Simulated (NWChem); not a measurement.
Program: NWChem. System: N-methylmethanimine (C$_{2}$H$_{5}$N), charge 0, spin multiplicity 1, at a geometry optimised with B3LYP/def2-SVP. Level: B3LYP/pcseg-2, VWN1-RPA local correlation.

NWChem printed:

```
             Northwest Computational Chemistry Package (NWChem) 7.3.0
             --------------------------------------------------------

                                NWChem Input Module
                                -------------------

 Scaling coordinates for geometry "geometry" by  1.889725989
 (inverse scale =  0.529177249)

 Turning off AUTOSYM since
 SYMMETRY directive was detected!

                             Geometry "geometry" -> ""
                             -------------------------

 Output coordinates in angstroms (scale by  1.889725989 to convert to a.u.)

  No.       Tag          Charge          X              Y              Z
 ---- ---------------- ---------- -------------- -------------- --------------
    1 C                    6.0000    -1.10182900     0.34522800     0.00000000
    2 N                    7.0000     0.03540500    -0.54481100     0.00000000
    3 C                    6.0000     1.19759200    -0.04733400     0.00000000
    4 H                    1.0000    -1.72936800     0.13391300    -0.88239000
    5 H                    1.0000    -1.72936800     0.13391300     0.88239000
    6 H                    1.0000    -0.83814100     1.42368300     0.00000000
    7 H                    1.0000     1.39871500     1.04547700     0.00000000
    8 H                    1.0000     2.07574800    -0.71067300     0.00000000

 Effective nuclear repulsion energy (a.u.)      71.9808713090

            Nuclear Dipole moment (a.u.)
            ----------------------------
        X                 Y               Z
 ---------------- ---------------- ----------------
    -0.0000018897     0.0000000000     0.0000000000

      Symmetry information
      --------------------

 Group name             Cs
 Group number              2
 Group order               2
 No. of unique centers     7

      Symmetry unique atoms

     1    2    3    4    6    7    8


 Summary of "ao basis" -> "" (spherical)
 ------------------------------------------------------------------------------
       Tag                 Description            Shells   Functions and Types
 ---------------- ------------------------------  ------  ---------------------
 *                          pcseg-2                   on all atoms

                                 NWChem DFT Module
                                 -----------------

 Summary of "ao basis" -> "ao basis" (spherical)
 ------------------------------------------------------------------------------
[...]
 Vector   11  Occ=2.000000D+00  E=-3.125505D-01  Symmetry=a"
              MO Center=  1.4D-01, -1.6D-01,  6.1D-15, r^2= 2.2D+00
   Bfn.  Coefficient  Atom+Function         Bfn.  Coefficient  Atom+Function
  ----- ------------  ---------------      ----- ------------  ---------------
    37      0.285500  2 N  pz                67      0.284850  3 C  pz
    40      0.250733  2 N  pz                70      0.248844  3 C  pz
     7     -0.156975  1 C  pz                92      0.154049  4 H  s
   106     -0.154049  5 H  s                 43      0.135067  2 N  pz
    91      0.119417  4 H  s                105     -0.119417  5 H  s

 Vector   12  Occ=2.000000D+00  E=-2.625655D-01  Symmetry=a'
              MO Center=  1.4D-01, -3.8D-01, -3.8D-15, r^2= 2.0D+00
   Bfn.  Coefficient  Atom+Function         Bfn.  Coefficient  Atom+Function
  ----- ------------  ---------------      ----- ------------  ---------------
    36      0.378849  2 N  py                39      0.325308  2 N  py
    42      0.213462  2 N  py                33     -0.180742  2 N  s
   134     -0.179537  7 H  s                 34     -0.167825  2 N  s
   148      0.147580  8 H  s                120     -0.141102  6 H  s
   135     -0.128137  7 H  s                  6     -0.124620  1 C  py

 Vector   13  Occ=0.000000D+00  E=-2.502505D-02  Symmetry=a"
              MO Center=  7.1D-01, -1.4D-01, -1.0D-15, r^2= 2.6D+00
   Bfn.  Coefficient  Atom+Function         Bfn.  Coefficient  Atom+Function
  ----- ------------  ---------------      ----- ------------  ---------------
    73      0.584488  3 C  pz                43     -0.522669  2 N  pz
    37     -0.329536  2 N  pz                70      0.315769  3 C  pz
    67      0.304887  3 C  pz                40     -0.294258  2 N  pz
    93     -0.201777  4 H  s                107      0.201777  5 H  s
    92     -0.076296  4 H  s                106      0.076296  5 H  s

 Vector   14  Occ=0.000000D+00  E= 1.964401D-02  Symmetry=a'
              MO Center= -3.5D-01,  7.9D-01,  5.9D-16, r^2= 8.9D+00
   Bfn.  Coefficient  Atom+Function         Bfn.  Coefficient  Atom+Function
  ----- ------------  ---------------      ----- ------------  ---------------
     4      2.555966  1 C  s                 64      1.169160  3 C  s
   135     -1.033526  7 H  s                121     -0.935396  6 H  s
    93     -0.927883  4 H  s                107     -0.927883  5 H  s
   149     -0.703298  8 H  s                 34     -0.346245  2 N  s
    72      0.324704  3 C  py                42     -0.293155  2 N  py

 Vector   15  Occ=0.000000D+00  E= 4.403202D-02  Symmetry=a'
              MO Center=  5.4D-01,  3.3D-01,  1.1D-15, r^2= 1.1D+01
   Bfn.  Coefficient  Atom+Function         Bfn.  Coefficient  Atom+Function
  ----- ------------  ---------------      ----- ------------  ---------------
    64      2.373024  3 C  s                  4     -2.011998  1 C  s
   135     -1.358508  7 H  s                149     -1.362507  8 H  s
    93      1.059056  4 H  s                107      1.059056  5 H  s
    41     -0.434634  2 N  px                12      0.342026  1 C  py
    11      0.267955  1 C  px               121      0.245568  6 H  s

 center of mass
 --------------
 x =   0.03582944 y =  -0.08834061 z =   0.00000000

 moments of inertia (a.u.)
 ------------------
          38.489865938022          25.565665460140           0.000000000000
          25.565665460140         165.700604270677           0.000000000000
           0.000000000000           0.000000000000         192.981545669426

     Multipole analysis of the density
     ---------------------------------

     L   x y z        total         alpha         beta         nuclear
     -   - - -        -----         -----         ----         -------
     0   0 0 0     -0.000000    -12.000000    -12.000000     24.000000

     1   1 0 0      0.107602      0.053802      0.053802     -0.000002
     1   0 1 0      0.580581      0.290291      0.290291      0.000000
     1   0 0 1     -0.000000     -0.000000     -0.000000      0.000000

     2   2 0 0    -12.319793    -57.667746    -57.667746    103.015700
     2   1 1 0     -0.285997      7.761031      7.761031    -15.808059
     2   1 0 1     -0.000000     -0.000000     -0.000000      0.000000
     2   0 2 0    -16.003487    -19.548936    -19.548936     23.094385
     2   0 1 1      0.000000      0.000000      0.000000      0.000000
     2   0 0 2    -14.914639    -10.237793    -10.237793      5.560948

 Task  times  cpu:       18.4s     wall:       18.4s

 Total times  cpu:       18.5s     wall:       18.5s
```

Problem. Write an NWChem input that would produce this output.

Solution. This is not unique; one that fits is 
```
start mol
memory heap 200 mb stack 900 mb global 1100 mb
geometry units angstroms nocenter noautoz
  C     -1.101829     0.345228     0.000000
  N      0.035405    -0.544811     0.000000
  C      1.197592    -0.047334     0.000000
  H     -1.729368     0.133913    -0.882390
  H     -1.729368     0.133913     0.882390
  H     -0.838141     1.423683     0.000000
  H      1.398715     1.045477     0.000000
  H      2.075748    -0.710673     0.000000
  symmetry group Cs
end
basis spherical
  * library pcseg-2
end
dft
  xc b3lyp
  semidirect memsize 60000000 filesize 0
  iterations 100
end
task dft energy
```
